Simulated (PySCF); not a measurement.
## Working with the constants of CaF⁺

RHF-CCSD(T) constants of CaF⁺, ¹Σ⁺ (singlet), closed shell (PySCF, no relativity, basis sets Ca aug-pcseg-1, F aug-pcseg-1; masses 39.9626 and 18.9984 u):

| Quantity | Value |
| --- | --- |
| ωe | 668.9 cm⁻¹ |
| ωexe | 2.6 cm⁻¹ |
| Be | 0.35149 cm⁻¹ |
| αe | 0.00203 cm⁻¹ |
| D (centrifugal) | 3.88e-07 cm⁻¹ |
| De to Ca⁺ + F | 5.64 eV |

Give the vibrational terms G(v) and spacings up to v = 6.

G(v) = ωe(v+½) − ωexe(v+½)².

```
v  G(v) (cm⁻¹)  G(v) − G(v−1)  Bv (cm⁻¹)
0          334                    0.3505
1          997            664     0.3484
2         1656            659     0.3464
3         2309            653     0.3444
4         2957            648     0.3424
5         3600            643     0.3403
6         4238            638     0.3383
```

How well does the Morse estimate ωe²/(4ωexe) reproduce De, and what is D0?

It gives 5.33 eV, 95 % of the computed De. D0 = De − G(0) = 5.64 − 0.04 = 5.60 eV.

Correlated steps freeze 6 core orbitals. Correlated levels converge slowly with the basis: in double zeta they bind strong bonds too weakly, by up to about 1 eV, and carry superposition errors of some tenths. For an ion De counts to the pair picked by the measured ionisation energies or electron affinities, which need not be the lowest pair at this level. Where the molecule has an RHF reference, its open-shell atoms are computed with UHF.
